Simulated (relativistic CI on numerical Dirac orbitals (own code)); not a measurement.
## What each ingredient does to the levels of Hf XV

Base calculation: Dirac-Coulomb-Breit CI, KLI orbitals optimised for each configuration, model QED (radiative potential, 1s self-energy scaled to tabulated hydrogen-like ionisation energies), unscaled Slater integrals.

Configuration list (outside the closed core [Ar] 3d10 4p6): 4s2 4d10 4f11 5s, 4s2 4d10 4f12, 4s2 4d10 4f10 5s2, 4s2 4d10 4f11 5p, 4s2 4d10 4f10 5s 5p, 4s2 4d10 4f11 5f, 4s2 4d9 4f12 5s, 4s2 4d10 4f10 5s 6s, 4s2 4d10 4f11 6s, 4s2 4d9 4f13, 4s2 4d10 4f11 7s, 4s 4d10 4f13, 4d10 4f13 5s. Levels of other configurations are missing.

Variants: (1) Breit term removed. Shifts of the energy above 4s2 4d10 4f10 5s2 5I_8, in cm⁻¹, for the lowest level and the first level of each name with at least 55 % of one term (blank where a level changes its place among those of its configuration and J or its character, or is not in the variant):

```
                 Level     Base    Δ(1)
4s2 4d10 4f10 5s2 5I_8      0.0     0.0
4s2 4d10 4f10 5s2 5I_7  11141.0  +387.4
4s2 4d10 4f10 5s2 5I_6  18356.3  +430.1
4s2 4d10 4f10 5s2 5I_5  23267.6  +228.4
4s2 4d10 4f10 5s2 5I_4  27659.5  +369.1
4s2 4d10 4f10 5s2 5F_5  30278.6  -376.9
4s2 4d10 4f10 5s2 3K_8  36146.7  +336.2
4s2 4d10 4f10 5s2 5F_4  37332.7  -243.3
4s2 4d10 4f10 5s2 5F_3  41598.0  -130.0
4s2 4d10 4f10 5s2 5G_6  42836.7  -253.1
4s2 4d10 4f10 5s2 5F_1  44286.1  -271.9
4s2 4d10 4f10 5s2 3K_7  46379.2  +697.7
4s2 4d10 4f10 5s2 3L_9  49743.0  +859.0
4s2 4d10 4f10 5s2 3H_6  51541.6  +314.6
```

At this charge transitions that keep the count of f electrons are usually good to a few per cent. Terms inside the open d or f shell come out 10 to 20 % too wide with unscaled integrals. Levels and lines within the n = 5 or 6 shells can be off by up to 10 % or somewhat more, and those that change n by about 2 %, since core polarisation is missing. Levels that differ in their count of f electrons can be misplaced by several ten thousand cm⁻¹, since the correlation energy of f electrons is missing or only estimated; rates across such gaps can be off by orders of magnitude. The computed lowest level isn't the tabulated ground level, which NIST ASD gives as 4f11 5s 5I°8; for such ions that label comes from theory and may be the wrong one.

Ionisation energy from one configuration of each of the two ions, the ground ones as tabulated or assumed: base 320.338 eV; Breit term removed 320.586 eV. The NIST ASD value (theoretical) is 334 ± 16 eV.

LS names give the leading component of a level, which can be under half, so a name can repeat, a term be missing and a line seem to break the LS rules.
